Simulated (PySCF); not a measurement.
An unknown is described by computed data only.

Elements present: C, F, H and O. Monoisotopic mass: 183.9959 u.

| Item | Value |
| --- | --- |
| 13C NMR | chemical shifts (computed TMS as zero) by class: 131.9 (2 C), 98.4 (1 C) ppm [GIAO B97-2/pcSseg-2] |
| Dipole | 2.17 D [B97-2/pcSseg-2] |
| NMR, other nuclei | isotropic shieldings of nuclei other than C and H, by class: 244 (2 O), 270 (6 F) ppm [GIAO B97-2/pcSseg-2] |
| Rotational structure | rotational constants A, B, C: 1.698, 0.960, 0.907 GHz [PBE0-D3(BJ)/def2-TZVP] |
| 1H NMR | chemical shifts (computed TMS as zero) by class: 2.72 (2 H) ppm [GIAO B97-2/pcSseg-2] |

Gas-phase values; electronic properties from PySCF, density fitting. Levels stand in brackets. Isolated species at its PBE0-D3(BJ)/def2-TZVP geometry (one conformer only). NMR values are class means; diastereotopic atoms form classes of their own.

**Question.** Which formula fits the mass and the elements?

**Answer.** C3H2F6O2 (calculated 183.9959). Within 0.0003 u, C11HFO2 would fit the mass too; the spectra decide.

**Question.** Propose a structure and show how it fits.

**Answer.** Numbering: `[OH:1][C:2]([OH:3])([C:4]([F:5])([F:6])[F:7])[C:8]([F:9])([F:10])[F:11]`. Its formula, C3H2F6O2, gives 0 degrees of unsaturation, so no ring and no π bond. 3 carbons fall into 2 classes; from least to most shielded: CF3 carbon [C4/C8] (131.9 ppm, 2 C), sp3 carbon bearing two oxygens [C2] (98.4 ppm). All hydrogens form one class (2.72 ppm): hydroxyl hydrogen. The other shieldings belong to: 244 ppm, alcohol oxygen [O1/O3]; 270 ppm, fluorine of a CF3 group [F5/F6/F7/F9/F10/F11]. The optimised geometry has point group C2 and is an asymmetric top. Structure: (CF3)2C(OH)2 (`OC(C(F)(F)F)(O)C(F)(F)F`). The assignments are read from this structure; whether some other isomer fits the data as well wasn't checked.

Shape of the structure used: `[OH:1][C:2]([OH:3])([C:4]([F:5])([F:6])[F:7])[C:8]([F:9])([F:10])[F:11]`: O1–C2–C4–F5 171°, O1–C2–C8–F9 -66°, H–O1–C2–O3 60°, H–O3–C2–O1 61°.
